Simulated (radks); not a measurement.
The numbers below are computed, except where a source is named.
The nuclear charge of neutral dysprosium is varied continuously with 66 electrons held in [Xe] 4f10 6s2. Code: a radial shooting solver on a logarithmic mesh with Libxc functionals. Model: scalar-relativistic Kohn-Sham, LDA (Slater exchange, Perdew-Wang correlation), spin-polarised, spherical densities, point nucleus; open shells are filled with parallel spins first (spin-orbit coupling, left out, can overturn this in heavy ions). By the Hellmann-Feynman theorem dE/dZ = E(electron-nucleus)/Z, the electronic potential at the nucleus. The scalar-relativistic energy here is not variational (the density holds large components alone), so the two differ by a part that grows with Z.

Z = 66: E (hartree) -12149.4583; E(electron-nucleus)/Z (hartree) -450.629; HOMO 4f; e(HOMO) (eV) -1.726; <r> HOMO (bohr) 0.9178
Z = 66.25: E (hartree) -12263.1273; E(electron-nucleus)/Z (hartree) -453.165; HOMO 4f; e(HOMO) (eV) -5.026; <r> HOMO (bohr) 0.8788
Z = 66.5: E (hartree) -12377.4396; E(electron-nucleus)/Z (hartree) -455.698; HOMO 6s; e(HOMO) (eV) -7.042; <r> HOMO (bohr) 3.697
Z = 66.75: E (hartree) -12492.3950; E(electron-nucleus)/Z (hartree) -458.229; HOMO 6s; e(HOMO) (eV) -8.821; <r> HOMO (bohr) 3.542
Z = 67: E (hartree) -12607.9933; E(electron-nucleus)/Z (hartree) -460.761; HOMO 6s; e(HOMO) (eV) -10.705; <r> HOMO (bohr) 3.407

 No converged solution with all levels bound was reached at Z = 65.75.
